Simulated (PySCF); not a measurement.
SMILES Fc1cccc2c1C=C2, C$_{8}$H$_{5}$F

Molfile (atoms numbered from 1):
```
C8H5F
     RDKit          3D

 14 15  0  0  0  0  0  0  0  0999 V2000
    0.6074    2.7401    0.0089 F   0  0  0  0  0  0  0  0  0  0  0  0
    0.5408    1.4145   -0.0934 C   0  0  0  0  0  0  0  0  0  0  0  0
    1.7573    0.6692   -0.1276 C   0  0  0  0  0  0  0  0  0  0  0  0
    1.7427   -0.7032   -0.2321 C   0  0  0  0  0  0  0  0  0  0  0  0
    0.5170   -1.4399   -0.3106 C   0  0  0  0  0  0  0  0  0  0  0  0
   -0.6223   -0.6946   -0.2753 C   0  0  0  0  0  0  0  0  0  0  0  0
   -0.6260    0.7233   -0.1677 C   0  0  0  0  0  0  0  0  0  0  0  0
   -2.1390    0.6906   -0.1970 C   0  0  0  0  0  0  0  0  0  0  0  0
   -2.1406   -0.6588   -0.2997 C   0  0  0  0  0  0  0  0  0  0  0  0
    2.6976    1.2208   -0.0685 H   0  0  0  0  0  0  0  0  0  0  0  0
    2.6923   -1.2429   -0.2557 H   0  0  0  0  0  0  0  0  0  0  0  0
    0.5231   -2.5283   -0.3929 H   0  0  0  0  0  0  0  0  0  0  0  0
   -2.9152    1.4544   -0.1526 H   0  0  0  0  0  0  0  0  0  0  0  0
   -2.9233   -1.4144   -0.3709 H   0  0  0  0  0  0  0  0  0  0  0  0
  1  2  1  0
  2  3  1  0
  3  4  2  0
  4  5  1  0
  5  6  2  0
  6  7  1  0
  7  8  1  0
  8  9  2  0
  7  2  2  0
  9  6  1  0
  3 10  1  0
  4 11  1  0
  5 12  1  0
  8 13  1  0
  9 14  1  0
M  END
```

Level of theory: TDDFT CAM-B3LYP/aug-cc-pVDZ excited states, vertical, gas phase (PySCF). Geometry: PBE0-D3(BJ)/def2-SVP.

Task: Give the one- and two-photon strengths of the lowest singlets.

Result: δ for parallel linear polarisation; σ at the peak of a Lorentzian of half width 0.1 eV, single beam; Ω is circular over linear.
| state | E (eV) | f | photon λ (nm) | δ (au) | σ (GM) | Ω | main |
| --- | --- | --- | --- | --- | --- | --- | --- |
| S1 | 3.01 | 0.001 | 824 | 7.68 | 0.03 | 1.45 | HOMO→LUMO 0.98 |
| S2 | 4.50 | 0.008 | 551 | 63.3 | 0.47 | 0.50 | HOMO−1→LUMO 0.69, HOMO→LUMO+5 0.27 |
| S3 | 5.29 | 0.011 | 469 | 48.8 | 0.50 | 1.50 | HOMO→LUMO+1 0.85 |
| S4 | 5.58 | 0.000 | 444 | 146 | 1.67 | 1.50 | HOMO→LUMO+2 0.84 |
| S5 | 5.81 | 0.000 | 427 | 148 | 1.83 | 1.50 | HOMO→LUMO+3 0.81 |
| S6 | 5.87 | 0.558 | 422 | 243 | 3.07 | 0.20 | HOMO→LUMO+5 0.69, HOMO−1→LUMO 0.27 |

Among these, the strongest one-photon state is S6, the strongest two-photon state S6, with a dipole change of 1.8 D (relaxed, norm of the difference vector).
